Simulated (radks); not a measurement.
Task: Species: Ne IV. Configuration: 1s1.75 2s2 2p3.25 (fractional occupations, a model configuration). Calculated with a radial shooting solver on a logarithmic mesh with Libxc functionals: scalar-relativistic Kohn-Sham, PBE, spin-polarised, spherical densities, point nucleus; open shells are filled with parallel spins first. Some entries of the table are withheld. Estimate them.

| orbital | occ. | eigenvalue (eV) | <r> (bohr) | <1/r> (bohr^-1) |
|---|---|---|---|---|
| 1s up | 1 | -939.2071 | 0.1565 | 9.697 |
| 1s down | 0.75 | -928.2605 | 0.1565 | 9.696 |
| 2s up | 1 | -108.0904 | 0.7781 | 1.878 |
| 2s down | 1 | -100.2248 | 0.7982 | 1.826 |
| 2p up | 3 | -85.7650 | 0.7280 | (1) |
| 2p down | 0.25 | -77.3589 | 0.7584 | (2) |

Result: 
(1) 2p up <1/r> (bohr^-1): 1.791
(2) 2p down <1/r> (bohr^-1): 1.734
